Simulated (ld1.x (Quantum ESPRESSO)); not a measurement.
Values are calculated unless marked as measured or tabulated.
## Hardness and transferability of assorted potentials

Generated with ld1.x 7.5 (TM, RRKJ, ultrasoft, PAW), atompaw 4.2 or ONCVPSP 4.0.1. The cutoff is in Ry: for ld1.x and atompaw files where the sum of valence levels is converged to 10 mRy in a Bessel basis, for ONCV files where the hardest occupied wave has 1 mHa per electron of residual kinetic energy. The error is the largest all-electron minus pseudo excitation energy over each file’s own four to seven test configurations (ionisations up to +4, promotions, holes and added fractions of an electron), all of which were solved. The labels leave out finer settings (local radius, basis sizes, second energies), which also bear on the numbers. Spin-polarised tests are not counted. The rows are a selection from randomly drawn settings: files with unsolved tests, undetermined cutoffs or missed reference levels are left out.

A true bound ghost makes a file unfit for plane-wave use even where its test errors are small: the radial tests pick states by their node count and pass the ghost by.

| element | potential | cutoff (Ry) | largest error (meV) | bound ghosts |
| --- | --- | --- | --- | --- |
| Cl | TM semilocal, LDA (PZ), non-relativistic, rc 1.40/1.40/1.20 (spd), local p, core correction yes, reference 3s2 3p5 | 50 | +228 | none |
| Cu | TM, BLYP, scalar-relativistic, rc 1.50/0.65/1.25 (spd), local d, core correction yes, reference 3p6 3d10 4s0 4p0 | 200 | -198 | s |
| Ga | PAW, LDA (PZ), scalar-relativistic, rc 1.60/2.70/1.56 (spd), local smoothed, core correction yes, reference 3d10 4s2 4p0.75 | 45 | -404 | none |
| Ir | TM, PBE, scalar-relativistic, rc 2.15/2.70/2.10 (spd), local s, core correction yes, reference 5d6 6s0 6p0 | 40 | -395 | none |

**Question.** Fill in the row for Cr: TM, PW91, fully relativistic, rc 1.90/3.35/2.00 (spd), local s, core correction yes, reference 3d5 4s0 4p0.

**Answer.** cutoff 60 Ry, largest error -2739 meV, bound ghosts: none.

**Question.** Fill in the row for V: TM, PBE, scalar-relativistic, rc 2.50/3.15/1.50 (spd), local s, core correction no, reference 3d3 4s1 4p0.

**Answer.** cutoff 90 Ry, largest error -334 meV, bound ghosts: none.

**Question.** Fill in the row for Si: RRKJ, PBEsol, scalar-relativistic, rc 1.55/1.75/1.35 (spd), local s, core correction yes, reference 3s1.75 3p2.25.

**Answer.** cutoff 18 Ry, largest error +18 meV, bound ghosts: none.
